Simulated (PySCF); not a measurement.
Worked example: oscillator strength and radiative lifetime

C₄H₁₀BN, SMILES CB1CCCN1.

Geometry: PBE0-D3(BJ)/def2-SVP. Other conformers were not sampled.

TDDFT-M06-2X/def2-SVPD run with PySCF puts the first singlet state with f over 0.02 at 7.42 eV (vertical), with the transition dipole (-0.248, 0.336, -0.024) in atomic units.

**Question.** Find the oscillator strength, the wavelength and the radiative lifetime that this transition would have in vacuum if emission retraced absorption.

**Answer.** 
|μ|² = 0.1750 au, so |μ| = 1.06 D. ΔE = 7.42/27.211 = 0.2727 hartree. f = (2/3) ΔE |μ|² = 0.032 (the program prints 0.032).
λ = 1239.84/7.42 = 167 nm; ν = 59846 cm⁻¹.
Einstein's coefficient A = 0.6670 ν² f s⁻¹ (ν in cm⁻¹) = 7.6e7 s⁻¹, so τ = 1/A = 13 ns. This state is S2; the lower singlet has f = 0.001. The figure is the radiative limit of this one transition; relaxation, internal conversion, crossing to triplets and a medium change what is measured.
